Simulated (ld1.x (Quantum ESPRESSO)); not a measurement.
# What one change does to a pseudopotential (germanium (Ge), TM)

```json
{
  "Element": "germanium (Ge)",
  "Generator": "ld1.x (Quantum ESPRESSO) 7.5",
  "Type": "norm-conserving Troullier–Martins (Kleinman–Bylander form)",
  "Functional": "LDA (PZ)",
  "Relativity": "scalar-relativistic",
  "Frozen core": "[Ar] 3d10",
  "Valence charge": "4",
  "Reference configuration": "4s1.5 4p2.5",
  "Partial waves": "4s (bound): rc 1.45 bohr; 4p (bound): rc 2.25 bohr",
  "Local potential": "the p channel",
  "Core correction": "a·sin(br)/r model core inside 1.50 bohr"
}
```

Change: wave 4s (bound): rc 1.45 bohr becomes 4s (bound): rc 2.20 bohr.

Cutoffs: the cutoffs (Ry, on a coarse ladder) from which the occupation-weighted sum of valence levels, in a spherical-Bessel basis at the reference potential, stays within 10 and 1 mRy of its value at 400 Ry; they do not see the model core or the augmentation charge, which bear on the density cutoff. Errors are all-electron minus pseudo energies relative to the spin-unpolarised reference configuration.

Predict the effect on cutoff, ghosts and configuration errors.

The potential gets softer (30 Ry and 70 Ry → 15 Ry and 30 Ry); of the 9 tests that both files solve, the error grows in 6 and shrinks in 2 by more than 15 % and 0.3 meV (median size 8.4 → 6.0 meV); neither file shows a bound ghost. A larger radius leaves more room for a smooth pseudo-wave, so fewer plane waves are needed.

| quantity | base | changed |
| --- | --- | --- |
| cutoff, loose | 30 Ry | 15 Ry |
| cutoff, tight | 70 Ry | 30 Ry |
| loose cutoff by channel (10 mRy a level) | s 30 Ry, p 6 Ry | s 12 Ry, p 6 Ry |
| bound ghosts | none | none |
| error for 4s2 4p2, meV [ΔE -3.99 eV] | -1.8 | -3.7 |
| error for 4s2 4p1, meV [ΔE 3.65 eV] | -2.5 | -3.7 |
| error for 4s2 4p0, meV [ΔE 19.37 eV] | -37 | -31 |
| error for 4s0 4p4, meV [ΔE 12.37 eV] | -17 | -37 |
| error for 4s1 4p3, meV [ΔE 4.06 eV] | -2.3 | -4.4 |
| error for 4s1 4p0, meV [ΔE 54.58 eV] | -227 | -221 |
| error for 4s1 4p2, meV [ΔE 12.43 eV] | -13 | -15 |
| error for 4s1.5 4p2.5 (spin-polarised), meV [ΔE -1.35 eV] | +8.4 | +6.0 |
| error for 4s2 4p2 (spin-polarised), meV [ΔE -4.55 eV] | -0.2 | -1.4 |
| s: phases at 2.44 bohr within 0.05 rad from the reference energy up to (Ry; the scan ends near 5) | 2.6 | 3.0 |
| p: phases at 2.44 bohr within 0.05 rad from the reference energy up to (Ry; the scan ends near 5) | 3.4 | 3.4 |
